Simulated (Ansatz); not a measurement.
**Molecular dynamics of CH7NO3Si2**

input.yaml

```yaml
crystal:
  periodic: [false, false, false]
  atoms:
    - { symbol: O, position_ang: [0.194978, -2.049172, 2.032888] }
    - { symbol: Si, position_ang: [0.572637, -0.534528, 1.341939] }
    - { symbol: "N", position_ang: [1.33536, -0.695743, -0.224159] }
    - { symbol: C, position_ang: [0.69616, 0.231238, -1.184246] }
    - { symbol: Si, position_ang: [-0.743575, 0.736265, -0.017755] }
    - { symbol: O, position_ang: [-0.918855, 2.396604, 0.341507] }
    - { symbol: O, position_ang: [-2.309729, 0.382653, -0.60774] }
    - { symbol: H, position_ang: [-0.255357, -2.560581, 1.263013] }
    - { symbol: H, position_ang: [1.375296, 0.050779, 2.415953] }
    - { symbol: H, position_ang: [2.321769, -0.965375, -0.427731] }
    - { symbol: H, position_ang: [0.396809, -0.259889, -2.136639] }
    - { symbol: H, position_ang: [1.331232, 1.101232, -1.46107] }
    - { symbol: H, position_ang: [-1.820007, 2.591533, -0.118368] }
    - { symbol: H, position_ang: [-2.189817, -0.454415, -1.188691] }
magnetization:
  spin_polarized: true
basis:
  gaussian: { orbitals: STO-3G }
hamiltonian:
  xc: lda
md:
  timestep: 0.25
  n_steps: 250
  ensemble: nvt_langevin
  temperature: 300.0
  initial_velocities: maxwell_boltzmann
  seed: 152973
  friction: 0.01
```

Launched with:

```bash
$ ansatz run input.yaml --threads 1 --pin off --max-ram 2048MiB --backend cpu --events-out ev --progress --plain --runs-dir out
```

It starts from a relaxed structure.

Output, in part (one step line in 5, the closing report, with atoms numbered from 0):

```
md step     0: t =     0.00 fs  T =   278.6 K  F+E_penalty+E_count = -24105.23905712 eV  E_kin = 0.504114 eV  (27 SCF iters)
md step     5: t =     1.25 fs  T =   243.3 K  F+E_penalty+E_count = -24105.20448236 eV  E_kin = 0.440340 eV  (22 SCF iters)
md step    10: t =     2.50 fs  T =   206.8 K  F+E_penalty+E_count = -24105.15659699 eV  E_kin = 0.374290 eV  (23 SCF iters)
md step    15: t =     3.75 fs  T =   190.1 K  F+E_penalty+E_count = -24105.14406261 eV  E_kin = 0.344005 eV  (23 SCF iters)
md step    20: t =     5.00 fs  T =   202.0 K  F+E_penalty+E_count = -24105.12756664 eV  E_kin = 0.365548 eV  (23 SCF iters)
md step    25: t =     6.25 fs  T =   178.8 K  F+E_penalty+E_count = -24105.07089287 eV  E_kin = 0.323479 eV  (22 SCF iters)
md step    30: t =     7.50 fs  T =   149.8 K  F+E_penalty+E_count = -24105.02501931 eV  E_kin = 0.271158 eV  (22 SCF iters)
md step    35: t =     8.75 fs  T =   161.5 K  F+E_penalty+E_count = -24105.04482638 eV  E_kin = 0.292346 eV  (23 SCF iters)
md step    40: t =    10.00 fs  T =   183.3 K  F+E_penalty+E_count = -24105.07363064 eV  E_kin = 0.331769 eV  (23 SCF iters)
md step    45: t =    11.25 fs  T =   172.2 K  F+E_penalty+E_count = -24105.05431497 eV  E_kin = 0.311676 eV  (22 SCF iters)
md step    50: t =    12.50 fs  T =   151.5 K  F+E_penalty+E_count = -24105.03903713 eV  E_kin = 0.274135 eV  (22 SCF iters)
md step    55: t =    13.75 fs  T =   164.2 K  F+E_penalty+E_count = -24105.06681965 eV  E_kin = 0.297063 eV  (22 SCF iters)
md step    60: t =    15.00 fs  T =   179.7 K  F+E_penalty+E_count = -24105.08171826 eV  E_kin = 0.325173 eV  (23 SCF iters)
md step    65: t =    16.25 fs  T =   167.0 K  F+E_penalty+E_count = -24105.04287315 eV  E_kin = 0.302245 eV  (23 SCF iters)
md step    70: t =    17.50 fs  T =   153.7 K  F+E_penalty+E_count = -24105.00158001 eV  E_kin = 0.278213 eV  (22 SCF iters)
md step    75: t =    18.75 fs  T =   167.4 K  F+E_penalty+E_count = -24105.02010674 eV  E_kin = 0.302993 eV  (22 SCF iters)
md step    80: t =    20.00 fs  T =   165.5 K  F+E_penalty+E_count = -24105.02674923 eV  E_kin = 0.299541 eV  (24 SCF iters)
md step    85: t =    21.25 fs  T =   160.5 K  F+E_penalty+E_count = -24104.96921735 eV  E_kin = 0.290496 eV  (23 SCF iters)
md step    90: t =    22.50 fs  T =   138.9 K  F+E_penalty+E_count = -24104.92546177 eV  E_kin = 0.251409 eV  (22 SCF iters)
md step    95: t =    23.75 fs  T =   152.6 K  F+E_penalty+E_count = -24104.93991187 eV  E_kin = 0.276103 eV  (23 SCF iters)
md step   100: t =    25.00 fs  T =   144.0 K  F+E_penalty+E_count = -24104.92373386 eV  E_kin = 0.260517 eV  (23 SCF iters)
md step   105: t =    26.25 fs  T =   124.9 K  F+E_penalty+E_count = -24104.87546673 eV  E_kin = 0.225994 eV  (23 SCF iters)
md step   110: t =    27.50 fs  T =   124.6 K  F+E_penalty+E_count = -24104.86791546 eV  E_kin = 0.225549 eV  (23 SCF iters)
md step   115: t =    28.75 fs  T =   153.4 K  F+E_penalty+E_count = -24104.90321196 eV  E_kin = 0.277612 eV  (23 SCF iters)
md step   120: t =    30.00 fs  T =   180.1 K  F+E_penalty+E_count = -24104.93074766 eV  E_kin = 0.325986 eV  (23 SCF iters)
md step   125: t =    31.25 fs  T =   169.0 K  F+E_penalty+E_count = -24104.90698214 eV  E_kin = 0.305818 eV  (23 SCF iters)
md step   130: t =    32.50 fs  T =   166.2 K  F+E_penalty+E_count = -24104.87548725 eV  E_kin = 0.300676 eV  (22 SCF iters)
md step   135: t =    33.75 fs  T =   159.3 K  F+E_penalty+E_count = -24104.86099644 eV  E_kin = 0.288255 eV  (24 SCF iters)
md step   140: t =    35.00 fs  T =   170.4 K  F+E_penalty+E_count = -24104.86454963 eV  E_kin = 0.308388 eV  (24 SCF iters)
md step   145: t =    36.25 fs  T =   167.1 K  F+E_penalty+E_count = -24104.85508344 eV  E_kin = 0.302390 eV  (23 SCF iters)
md step   150: t =    37.50 fs  T =   168.6 K  F+E_penalty+E_count = -24104.85683693 eV  E_kin = 0.305117 eV  (24 SCF iters)
md step   155: t =    38.75 fs  T =   179.1 K  F+E_penalty+E_count = -24104.87474345 eV  E_kin = 0.324166 eV  (23 SCF iters)
md step   160: t =    40.00 fs  T =   205.3 K  F+E_penalty+E_count = -24104.90615097 eV  E_kin = 0.371590 eV  (22 SCF iters)
md step   165: t =    41.25 fs  T =   243.1 K  F+E_penalty+E_count = -24104.95094696 eV  E_kin = 0.439902 eV  (23 SCF iters)
md step   170: t =    42.50 fs  T =   230.1 K  F+E_penalty+E_count = -24104.94913861 eV  E_kin = 0.416393 eV  (22 SCF iters)
md step   175: t =    43.75 fs  T =   217.2 K  F+E_penalty+E_count = -24104.91468020 eV  E_kin = 0.393122 eV  (23 SCF iters)
md step   180: t =    45.00 fs  T =   253.6 K  F+E_penalty+E_count = -24104.92489114 eV  E_kin = 0.458925 eV  (23 SCF iters)
md step   185: t =    46.25 fs  T =   243.2 K  F+E_penalty+E_count = -24104.93817765 eV  E_kin = 0.440188 eV  (24 SCF iters)
md step   190: t =    47.50 fs  T =   207.4 K  F+E_penalty+E_count = -24104.89718477 eV  E_kin = 0.375293 eV  (23 SCF iters)
md step   195: t =    48.75 fs  T =   198.6 K  F+E_penalty+E_count = -24104.84934095 eV  E_kin = 0.359415 eV  (23 SCF iters)
md step   200: t =    50.00 fs  T =   204.9 K  F+E_penalty+E_count = -24104.86843706 eV  E_kin = 0.370755 eV  (23 SCF iters)
md step   205: t =    51.25 fs  T =   233.7 K  F+E_penalty+E_count = -24104.91755872 eV  E_kin = 0.422925 eV  (22 SCF iters)
md step   210: t =    52.50 fs  T =   233.8 K  F+E_penalty+E_count = -24104.90922377 eV  E_kin = 0.423160 eV  (23 SCF iters)
md step   215: t =    53.75 fs  T =   242.3 K  F+E_penalty+E_count = -24104.88821000 eV  E_kin = 0.438463 eV  (23 SCF iters)
md step   220: t =    55.00 fs  T =   265.1 K  F+E_penalty+E_count = -24104.91633488 eV  E_kin = 0.479676 eV  (23 SCF iters)
md step   225: t =    56.25 fs  T =   294.1 K  F+E_penalty+E_count = -24104.95743112 eV  E_kin = 0.532239 eV  (22 SCF iters)
md step   230: t =    57.50 fs  T =   296.3 K  F+E_penalty+E_count = -24104.94477791 eV  E_kin = 0.536260 eV  (23 SCF iters)
md step   235: t =    58.75 fs  T =   262.8 K  F+E_penalty+E_count = -24104.91071850 eV  E_kin = 0.475583 eV  (23 SCF iters)
md step   240: t =    60.00 fs  T =   259.3 K  F+E_penalty+E_count = -24104.89843245 eV  E_kin = 0.469324 eV  (23 SCF iters)
md step   245: t =    61.25 fs  T =   257.9 K  F+E_penalty+E_count = -24104.90811637 eV  E_kin = 0.466657 eV  (23 SCF iters)
md step   250: t =    62.50 fs  T =   248.4 K  F+E_penalty+E_count = -24104.92907595 eV  E_kin = 0.449478 eV  (28 SCF iters)
Total energy: -24104.92910242 eV, -885.8398056061 hartree
Atom 0 at     0.180133    -2.222470     1.936974 Å, force    -0.712660    -0.226202    -0.839881 eV/Å
Atom 1 at     0.413951    -0.659323     1.283411 Å, force     1.062089    -0.468138    -0.440413 eV/Å
Atom 2 at     1.292868    -0.803399    -0.284019 Å, force    -0.364158     0.502561     0.357993 eV/Å
Atom 3 at     0.800858     0.328253    -1.157006 Å, force    -0.294933    -0.038194     0.908839 eV/Å
Atom 4 at    -0.738568     0.782874    -0.036884 Å, force     1.214888     0.268550    -0.490064 eV/Å
Atom 5 at    -0.832889     2.462585     0.318372 Å, force    -0.777281     0.011114    -0.312274 eV/Å
Atom 6 at    -2.285595     0.468165    -0.699246 Å, force    -0.300719    -0.792321     0.840353 eV/Å
Atom 7 at    -0.271884    -2.733816     1.148933 Å, force     0.312199     0.085917     0.482318 eV/Å
Atom 8 at     1.060913    -0.129924     2.480722 Å, force     0.221864     0.344571    -0.087611 eV/Å
Atom 9 at     2.287549    -1.164651    -0.444559 Å, force    -0.945858     0.572099     0.138295 eV/Å
Atom 10 at     0.507025     0.038259    -2.182118 Å, force     0.131875    -0.359972    -0.175692 eV/Å
Atom 11 at     1.508151     1.186469    -1.264825 Å, force    -0.098428    -0.174133     0.170855 eV/Å
Atom 12 at    -1.824469     2.635895     0.006719 Å, force     0.840327    -0.155365     0.311296 eV/Å
Atom 13 at    -2.609745    -0.201110     0.038409 Å, force    -0.289205     0.429512    -0.864017 eV/Å
Dipole moment:    -0.288693    -0.120528    -0.026183 e Å
```

The run went to its last step. The mean temperature of the second half is 26 % below the set value. A run of 0.062 ps of so small a system gives no equilibrium averages. Limits of this set-up: minimal basis.

The same pairs are bonded in the first frame and the last. Pairs count as bonded within 1.25 times the sum of covalent radii (0.12 Å more for H–H).

Last frame:

```xyz
14
Properties=species:S:1:pos:R:3
O 0.180 -2.223 1.937
Si 0.414 -0.659 1.283
N 1.293 -0.803 -0.284
C 0.801 0.328 -1.157
Si -0.739 0.783 -0.037
O -0.833 2.463 0.318
O -2.286 0.468 -0.699
H -0.272 -2.734 1.149
H 1.061 -0.130 2.481
H 2.288 -1.165 -0.445
H 0.507 0.038 -2.182
H 1.508 1.187 -1.265
H -1.825 2.636 0.007
H -2.610 -0.201 0.038
```

Run time: 12 min on 1 thread of Arm Neoverse V2, with other jobs on the host, peak memory 0.12 GiB.
